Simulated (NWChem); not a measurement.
Species: C$_{2}$H$_{2}$N$_{3}$, doublet; SMILES [c]1ncn[nH]1

```xyz
7

C     -1.1401     0.0996     0.0000
N     -0.4162     1.1579     0.0000
C      0.8485     0.6412     0.0000
N      0.9041    -0.6754     0.0000
N     -0.3997    -1.0157     0.0000
H      1.7477     1.2562     0.0000
H     -0.6860    -1.9864     0.0000
```
Atoms are numbered in this order, from 1.

Program: NWChem. Spin-unrestricted. In the optimisation the excess spin sits in a' (Cs, its own frame). All runs use the structure optimised with PBE0/def2-SVP, spin-unrestricted. No stability test was run on the SCF state. Level: PBE0/def2-SVP with COSMO at NWChem's default radii, gas-phase geometry; rows give the dielectric constant. Reactions with the solvent are ignored.

```csv
dielectric constant,electrostatic solvation energy (kcal/mol),dipole in solution (D)
1.5,-2.4,2.39
2.0,-3.7,2.49
4.8,-6.0,2.69
11.7,-7.1,2.78
46.7,-7.7,2.84
```
